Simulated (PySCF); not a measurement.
ethenyl(ethynyl)silane (C4H6Si), SMILES C#C[SiH2]C=C.

The structure is a stationary point at PBE-D3(BJ)/def2-SVP. One conformer was computed; it need not be the lowest.

The numbers are results of PBE-D3(BJ)/def2-SVP (PySCF), not measurements.

Frequencies are harmonic and unscaled.

| mode | ν (cm⁻¹) | IR (km/mol) | moving atoms (share of kinetic energy) |
|---|---|---|---|
| 1 | 67 | 0.2 | C 60 %, H 28 %, Si 12 % |
| 2 | 124 | 0.4 | C 53 %, H 35 %, Si 12 % |
| 3 | 231 | 5.1 | C 70 %, H 29 % |
| 4 | 263 | 3.1 | C 55 %, H 36 %, Si 9 % |
| 5 | 312 | 9.3 | C 68 %, H 28 % |
| 6 | 478 | 8.7 | H 59 %, C 38 % |
| 7 | 595 | 61.0 | H 54 %, C 25 %, Si 21 % |
| 8 | 619 | 41.1 | C 49 %, Si 38 %, H 13 % |
| 9 | 684 | 20.5 | C 41 %, H 31 %, Si 28 % |
| 10 | 693 | 32.7 | H 76 %, C 24 % |
| 11 | 700 | 33.8 | H 76 %, C 23 % |
| 12 | 730 | 1.1 | H 87 %, C 12 % |
| 13 | 828 | 299.8 | H 82 %, Si 14 % |
| 14 | 902 | 79.1 | H 96 % |
| 15 | 945 | 31.5 | H 73 %, C 27 % |
| 16 | 979 | 11.1 | H 82 %, C 16 % |
| 17 | 1002 | 7.9 | H 93 % |
| 18 | 1228 | 0.2 | H 73 %, C 27 % |
| 19 | 1371 | 11.5 | H 85 %, C 15 % |
| 20 | 1622 | 5.8 | C 87 %, H 13 % |
| 21 | 2083 | 27.9 | C 90 %, H 10 % |
| 22 | 2157 | 91.3 | H 97 % |
| 23 | 2167 | 79.6 | H 97 % |
| 24 | 3049 | 12.4 | H 95 % |
| 25 | 3072 | 2.6 | H 92 %, C 8 % |
| 26 | 3142 | 7.3 | H 89 %, C 11 % |
| 27 | 3390 | 51.4 | H 86 %, C 14 % |
